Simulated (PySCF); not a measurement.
How methods differ on the excitation energy of Tl

Tl [Xe] 4f14 5d10 6s2 6p1 (2P) → Tl [Xe] 4f14 5d10 6s1 6p2 (4P), as a difference of total energies. All numbers are calculated (PySCF 2.14, a scalar-relativistic core potential, in aug-cc-pVTZ-PP with ECP60MDF (6s5p4d2f, 55 functions)). Correlated levels: valence: 5s2 5p6 5d10 frozen. The calculations carry no spin-orbit coupling.

| method | excitation energy (eV) |
| --- | --- |
| UHF | 4.309 |
| MP2 (valence) | 4.845 |
| SCS-MP2 (valence) | 5.054 |
| CCSD (valence) | 5.006 |
| CCSD(T) (valence) | 5.018 |

How much does correlation contribute at CCSD(T) (valence)?

5.018 − (4.309) = 0.709 eV, measured against UHF.

Spin-orbit coupling is strong in these open shells (close to jj coupling). The scalar numbers leave it out and a first-order estimate fails, so it can dominate the gap to the real levels.
